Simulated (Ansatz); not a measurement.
```yaml
crystal:
  periodic: [false, false, false]
  atoms:
    - {symbol: C, position_ang: [-1.127309, -0.535185, 1.230293]}
    - {symbol: Al, position_ang: [0.521712, 0.338653, 0.659813]}
    - {symbol: C, position_ang: [1.253268, -0.056827, -1.129540]}
    - {symbol: F, position_ang: [1.104050, -1.218327, -1.841291]}
    - {symbol: S, position_ang: [0.105383, 1.265526, -1.724330]}
    - {symbol: H, position_ang: [-1.568421, -1.158513, 0.447755]}
    - {symbol: H, position_ang: [-0.927029, -1.187059, 2.087354]}
    - {symbol: H, position_ang: [-1.881159, 0.187375, 1.555560]}
    - {symbol: H, position_ang: [1.383601, 1.336625, 1.539839]}
    - {symbol: H, position_ang: [2.236936, 0.370794, -1.349040]}
    - {symbol: H, position_ang: [-1.035633, 0.599939, -1.455813]}
basis:
  gaussian: {orbitals: def2-SVPD}
hamiltonian: {xc: {name: wB97M-V}}
accuracy: high
scf: {lower_state_search: light}
```

```sh
$ ansatz run in.yaml --threads 4 --pin off --events-out ev --progress --plain --max-ram 10444MiB
```

Shortened log:

```
Functional definition: wB97M-V
3261 factors; integrals over basis functions are off by at most 3.5e-9 eV
663 factors; integrals over basis functions are off by at most 1.5e-9 eV
mean field evaluation 1: about -22305.3528 eV, gradient 4.0e1 eV
mean field evaluation 2: about -22306.7550 eV, gradient 3.3e1 eV
mean field evaluation 4: about -22308.9662 eV, gradient 2.0e0 eV
mean field evaluation 8: about -22309.0705 eV, gradient 1.4e-1 eV
mean field evaluation 16: about -22309.0705 eV, gradient 1.1e-4 eV
mean field -22309.07054442 eV, -819.8432208763 hartree, gradient 2.6e-8 eV, S^2 0.000000; 0 other end points of the search recorded, 0 dependent functions left out
reference -22309.07055132 eV, -819.8432211301 hartree; 28, 28 occupied and 134, 134 virtual orbitals, 3261 factors
Total energy: -22309.07055132 eV, -819.8432211301 hartree
```

Hardware: 4 threads of an Arm Neoverse V1 on a shared host. Wall time 52 s, peak host memory 1.4 GiB.
